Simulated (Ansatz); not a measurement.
Ansatz (a quantum-chemistry and plane-wave program) input:

Ansatz 0.2 input:
```yaml
crystal:
  periodic: [false, false, false]
  atoms:
    - {symbol: C, position_ang: [1.96980224, -0.23372277, 0.06472210]}
    - {symbol: Ge, position_ang: [0.08641365, 0.12558547, 0.11976467]}
    - {symbol: O, position_ang: [-0.71379875, -1.26554231, -1.11623415]}
    - {symbol: O, position_ang: [-0.45799524, 1.52810602, -0.74710800]}
    - {symbol: O, position_ang: [-0.98626021, -0.30509347, 1.42782877]}
    - {symbol: H, position_ang: [2.32813127, -0.02882381, -0.94318601]}
    - {symbol: H, position_ang: [2.47155159, 0.42927592, 0.76894854]}
    - {symbol: H, position_ang: [2.15360493, -1.27268786, 0.33068137]}
    - {symbol: H, position_ang: [-1.42306238, -1.80249233, -0.72427934]}
    - {symbol: H, position_ang: [-1.27571292, 1.93947044, -0.43553513]}
    - {symbol: H, position_ang: [-0.59651159, -0.55526528, 2.27506857]}
    - {symbol: H, position_ang: [-0.97761757, -0.98563725, -2.00839327]}
basis:
  gaussian:
    orbitals: def2-TZVPD
hamiltonian:
  xc: {name: B2GP-PLYP}
total_charge: 1
magnetization: {spin_polarized: false}
correlation: {electrons: outside_noble_gas}
```

Question: Predict the final energy.

Answer: -2344.15091 Eh (B2GP-PLYP/def2-TZVPD). The basis has 274 functions. The run takes roughly 23 core-seconds.

It need not be the lowest isomer of its formula.
